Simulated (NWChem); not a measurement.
Molecule: AgNH$_{3}$Cl; SMILES [NH3]->[Ag][Cl]

```xyz
6

Ag    -0.0054     0.2726     0.0016
Cl    -0.0011    -2.0087    -0.0003
N     -0.0064     2.4426     0.0074
H     -0.6031     2.8206     0.7432
H     -0.3430     2.8280    -0.8750
H      0.9282     2.8217     0.1593
```
Atoms are numbered in this order, from 1.

Geometry: optimised at PBE0/def2-SVP. def2 effective core potentials on Ag; no spin-orbit coupling.

**Question.** List the 4 lowest vertical singlet excitations from B3LYP/def2-SVP with def2 effective core potentials on Ag, full TDDFT (NWChem).

**Answer.** 
| state | energy (eV) | oscillator strength | leading excitation (squared amplitude) |
|---|---|---|---|
| S1 | 4.20 | 0.011 | HOMO → LUMO (0.98) |
| S2 | 4.20 | 0.011 | HOMO−1 → LUMO (0.98) |
| S3 | 4.86 | 0.033 | HOMO−2 → LUMO (0.92) |
| S4 | 5.61 | 0.000 | HOMO → LUMO+2 (0.50) |
